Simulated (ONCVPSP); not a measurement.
# Which change was made? (Sn, ONCV)

| Property | Result |
| --- | --- |
| Element | tin (Sn) |
| Generator | ONCVPSP 4.0.1 |
| Type | optimised norm-conserving Vanderbilt (ONCV) |
| Functional | revPBE |
| Relativity | scalar-relativistic |
| Frozen core | [Kr] 4d10 |
| Valence charge | 4 |
| Reference configuration | 5s2 5p1 (charge +1) |
| Partial waves | 5s: rc 2.05 bohr, ncon 4, nbas 7, qcut 3.2 1/bohr, local; 5p: rc 2.20 bohr, ncon 4, nbas 7, qcut 3.6 1/bohr, 3 projectors, debl 0.7 Ha; d scattering state at 0.14 Ha: rc 2.10 bohr, ncon 3, nbas 7, qcut 5.4 1/bohr, 2 projectors, debl 0.9 Ha |
| Local potential | the s channel |
| Core correction | polynomial model core, fcfact 0.25 |

Cutoffs, loose and tight: the cutoffs (Ha) at which the residual kinetic energy of the hardest occupied pseudo-wave falls to 1 and 0.1 mHa per electron. They do not see the model core or the augmentation charge, which bear on the density cutoff. Test errors are all-electron minus pseudo excitation energies from the reference, over the configurations 5s2 5p2; 5s2 5p0; 5s1 5p0; 5s1 5p3; variants that change the core or the reference have their own tests.

The base gives: outcome: generated; cutoff, loose: 10 Ha; cutoff, tight: 25 Ha; bound ghosts: p, d; GHOST(+) flags above zero: p; largest test error (meV): -257.

**Question.** After one change the result is: outcome: failed: optimize: ERROR ps0norm > uunorm, code will stop. Which change was it?
A. all radii but the core radius scaled by about 1.31 (s 2.70, p 2.88, d 2.76 bohr)
B. all radii but the core radius scaled by about 0.88 (s 1.80, p 1.94, d 1.84 bohr)
C. all radii but the core radius scaled by about 1.12 (s 2.30, p 2.46, d 2.36 bohr)
D. all radii but the core radius scaled by about 0.79 (s 1.62, p 1.74, d 1.66 bohr)

**Answer.** D. The others give: all radii but the core radius scaled by about 1.12 (s 2.30, p 2.46, d 2.36 bohr) → outcome: generated; cutoff, loose: 7.9 Ha; cutoff, tight: 21 Ha; bound ghosts: p, d; GHOST(+) flags above zero: p; largest test error (meV): -261 | all radii but the core radius scaled by about 1.31 (s 2.70, p 2.88, d 2.76 bohr) → outcome: generated; cutoff, loose: 4.6 Ha; cutoff, tight: 13 Ha; bound ghosts: none; GHOST(+) flags above zero: none; largest test error (meV): -283 | all radii but the core radius scaled by about 0.88 (s 1.80, p 1.94, d 1.84 bohr) → outcome: failed: ERROR pspot: first pseudo wave function has node, program will stop.
